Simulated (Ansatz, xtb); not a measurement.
Reaction (SMILES): Oc1ccco1 + 5 C (CH4) + O (H2O) -> 2 C=C (C2H4) [ethene] + CC (C2H6) + 3 CO (CH4O)
Structures are relaxed separately at B3LYP-D3(BJ)/def2-TZVP in Ansatz (a program for electronic structure), one conformer each, not searched for the lowest.

Wanted: bond separation energy (electronic energy difference), in kJ/mol. Cores are frozen in the correlated levels unless marked. Spin-orbit coupling is left out. Non-relativistic. Basis-set limits of correlation are two-point, X^-3; Hartree-Fock from the larger set. [CCSD(T)-MP2]/basis is that difference in the basis named.

```
level                                                     program  bond separation energy (kJ/mol)  minus last row
-------------------------------------------------  --------------  -------------------------------  --------------
GFN1-xTB                                                      xtb                            259.6            46.3
HF/6-31G                                                   Ansatz                            171.5           -41.8
HF/cc-pVTZ                                                 Ansatz                            176.8           -36.5
r2SCAN-D3(BJ)/def2-TZVPD                           Ansatz + dftd3                            246.0            32.7
B3LYP/def2-TZVPD                                           Ansatz                            211.7            -1.6
PBE0-D3(BJ)/def2-TZVPD                             Ansatz + dftd3                            230.3            17.0
PBE0/def2-TZVP                                             Ansatz                            232.4            19.1
r2SCAN0-D4/def2-TZVPD                              Ansatz + dftd4                            237.3            24.0
HSE06-D3(BJ)/def2-TZVPD                            Ansatz + dftd3                            231.0            17.7
HSE06-D4/def2-TZVPD                                Ansatz + dftd4                            232.6            19.3
CAM-B3LYP-D3(BJ)/def2-TZVPD                        Ansatz + dftd3                            215.0             1.7
wB97M-V/def2-TZVPD                                         Ansatz                            220.4             7.1
wB97X/def2-TZVPD                                           Ansatz                            214.6             1.3
B2GP-PLYP-D4/def2-TZVPD                            Ansatz + dftd4                            223.7            10.4
B2PLYP-D4/def2-TZVPD                               Ansatz + dftd4                            222.7             9.4
MP2/STO-3G                                                 Ansatz                            293.7            80.4
RI-MP2/CBS(cc-pVTZ,cc-pVQZ)                                Ansatz                            245.3            32.0
SCS-MP2/cc-pVTZ                                            Ansatz                            221.8             8.5
CCSD/cc-pwCVTZ                                             Ansatz                            206.2            -7.1
CCSD(T)/6-31G*                                             Ansatz                            224.2            10.9
RI-MP2/CBS(cc-pVTZ,cc-pVQZ)+[CCSD(T)-MP2]/cc-pVTZ          Ansatz                            213.3             0.0
```
